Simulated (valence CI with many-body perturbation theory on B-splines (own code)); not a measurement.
**E1 line list for Kr V**

Level of theory: configuration interaction combined with many-body perturbation theory (CI+MBPT): four valence electrons over a frozen Dirac-Fock core [Ar] 3d10, radial functions for each j: 11 s, 11 p, 10 d, 8 f, 5 g, 2 h, with the one-electron correlation potential Σ1 (screened to all orders), the two-electron term Σ2, the three-electron term Σ3, Breit, model QED; selected single and double excitations, second order for the rest, scaled by the run's own slope (own B-spline code, finite nucleus).

Set against measurement, 34 paired levels are off by 137 cm⁻¹ on average, the worst by 790. These come from a selection out of Saloman, J. Phys. Chem. Ref. Data 36, 215 (2007). Levels without a partner in it may be off by more. Among the levels kept, up to 1200 cm⁻¹ of a level comes from second order outside the variational space, and about a tenth of that is noise between levels of different J, which matters for small intervals. 7 measured levels below the end of the list, from 289998 cm⁻¹ on, found no clear computed partner, and computed levels of the same name lie up to 46756 cm⁻¹ from them.

Lines 251 to 300 of 551 in falling wavelength, among levels below 409020 cm⁻¹, chosen from the strongest by gf and those to the six lowest levels. Wavelengths and rates use the calculated energies, so an error of 100 cm⁻¹ moves a line at 692.5 Å by 0.069 % and its rate by three times that or more. Electric multipoles are in the length gauge, E1 and E2 with the static RPA response of the core. Weak lines are less certain than strong ones. Lines between different terms over intervals too small for the method are left out, as are lines whose strength nearly cancels. Where a level lies close to another of its J and parity, the split of strength between their lines is uncertain. The highest levels of a list are the least certain.

Names give the largest LS component (configuration and term), which can be under half, so a name can repeat, a term be missing and a line seem to break the LS rules; names also repeat where a configuration has a term twice. Letters in brackets count levels of one name in rising energy.

```
λ vac (Å)  λ from measured levels             Upper          Lower   A (s⁻¹)  S (a.u.)
    692.5                   691.8       4s4p³ ³P°_1    4s²4p² ³P_1  6.27e+08  3.08e-01
    690.7                   690.0       4s4p³ ³P°_2    4s²4p² ³P_1  1.44e+08  1.17e-01
    685.1                   685.6       4s4p³ ³S°_1    4s²4p² ¹S_0  1.08e+08  5.15e-02
    675.0                   674.4       4s4p³ ³P°_1    4s²4p² ³P_0  4.26e+08  1.94e-01
    657.9                          4s4p²4d ¹D_2 [a]  4s²4p4d ¹D°_2  7.74e+08  5.44e-01
    654.6                              4s²4p4f ¹G_4  4s²4p4d ³F°_3  1.10e+09  1.37e+00
    652.3                          4s4p²4d ³F_2 [c]  4s²4p4d ³D°_1  1.81e+09  1.24e+00
    651.5                          4s4p²4d ³F_3 [c]  4s²4p4d ³D°_2  2.46e+09  2.35e+00
    647.6                          4s4p²4d ³F_2 [b]  4s²4p4d ³F°_2  9.56e+08  6.41e-01
    645.8                   645.8       4s4p³ ¹P°_1    4s²4p² ¹S_0  9.31e+08  3.71e-01
    645.0                          4s4p²4d ¹D_2 [a]  4s²4p4d ³P°_1  8.74e+08  5.79e-01
    643.4                              4s²4p4f ³G_4  4s²4p4d ³F°_4  4.76e+08  5.64e-01
    642.6                   641.9       4s4p³ ¹D°_2    4s²4p² ³P_2  4.11e+07  2.69e-02
    640.1                          4s4p²4d ³F_4 [c]  4s²4p4d ³D°_3  7.83e+09  9.13e+00
    639.5                          4s4p²4d ³F_3 [c]  4s²4p4d ¹D°_2  1.67e+09  1.51e+00
    639.4                          4s4p²4d ³D_3 [d]  4s²4p4d ³P°_2  1.18e+09  1.07e+00
    636.8                          4s4p²4d ³F_4 [b]  4s²4p4d ³F°_3  6.36e+08  7.30e-01
    636.6                              4s²4p4f ³G_5  4s²4p4d ³F°_4  1.53e+10  2.15e+01
    633.9                              4s4p²4d ¹F_3  4s²4p4d ³F°_2  3.94e+09  3.47e+00
    632.5                          4s4p²4d ³F_2 [c]  4s²4p4d ³P°_1  4.95e+09  3.09e+00
    627.1                   626.4       4s4p³ ¹D°_2    4s²4p² ³P_1  2.83e+07  1.72e-02
    626.8                              4s²4p4f ³G_4  4s²4p4d ³F°_3  1.30e+10  1.42e+01
    623.4                              4s²4p4f ³G_3  4s²4p4d ³F°_2  9.07e+09  7.59e+00
    622.4                          4s4p²4d ³F_2 [c]  4s²4p4d ³P°_2  1.23e+09  7.32e-01
    618.1                              4s²4p5f ¹F_3  4s²4p4d ¹F°_3  4.98e+09  4.06e+00
    617.3                          4s4p²4d ³F_3 [c]  4s²4p4d ³P°_2  3.98e+09  3.23e+00
    616.4                          4s4p²4d ³D_3 [e]  4s²4p4d ³D°_2  4.17e+09  3.37e+00
    614.8                          4s4p²4d ³D_3 [e]  4s²4p4d ³D°_3  4.50e+09  3.61e+00
    613.9                          4s4p²4d ³D_3 [c]  4s²4p4d ³F°_2  1.14e+09  9.09e-01
    613.2                          4s4p²4d ¹D_2 [b]  4s²4p4d ³D°_2  9.97e+08  5.67e-01
    611.0                              4s²4p4f ¹F_3    4s4p³ ¹D°_2  7.53e+08  5.93e-01
    609.0                          4s4p²4d ¹D_2 [b]  4s²4p4d ³D°_1  1.38e+09  7.72e-01
    608.3                          4s4p²4d ³D_2 [d]  4s²4p4d ³D°_2  5.28e+09  2.93e+00
    605.6                          4s4p²4d ³D_3 [e]  4s²4p4d ¹D°_2  8.62e+08  6.61e-01
    604.3                          4s4p²4d ³D_2 [d]  4s²4p4d ³D°_1  3.01e+09  1.64e+00
    604.2                   604.8       4s4p³ ³S°_1    4s²4p² ¹D_2  2.82e+08  9.21e-02
    602.6                          4s4p²4d ³D_1 [d]  4s²4p4d ³D°_1  5.17e+09  1.67e+00
    602.5                          4s4p²4d ¹D_2 [b]  4s²4p4d ¹D°_2  3.38e+09  1.82e+00
    600.7                              4s²4p5f ¹D_2  4s²4p5s ³P°_1  1.31e+09  7.03e-01
    599.9                          4s²4p6p ¹P_1 [b]  4s²4p4d ³D°_1  3.43e+09  1.10e+00
    597.1                          4s4p²4d ³D_1 [d]  4s²4p4d ³P°_0  5.35e+09  1.69e+00
    597.0                              4s²4p5f ¹G_4  4s²4p4d ¹F°_3  7.96e+08  7.52e-01
    595.8                              4s4p²5s ³S_1  4s²4p5s ³P°_1  2.93e+09  9.16e-01
    594.5                          4s²4p6p ¹P_1 [b]  4s²4p4d ³P°_0  2.87e+09  8.93e-01
    591.7                          4s4p²4d ¹D_2 [b]  4s²4p4d ³P°_1  9.55e+08  4.88e-01
    589.5                              4s²4p5f ¹D_2  4s²4p4d ¹P°_1  2.37e+09  1.20e+00
    588.5                              4s4p²5s ³S_1  4s²4p5s ³P°_0  2.47e+09  7.46e-01
    587.3                   586.3     4s²4p4d ³F°_2    4s²4p² ¹D_2  1.37e+08  6.86e-02
    587.2                          4s4p²4d ³D_2 [d]  4s²4p4d ³P°_1  5.56e+09  2.78e+00
    585.7                          4s4p²4d ³D_3 [e]  4s²4p4d ³P°_2  7.84e+09  5.44e+00
```
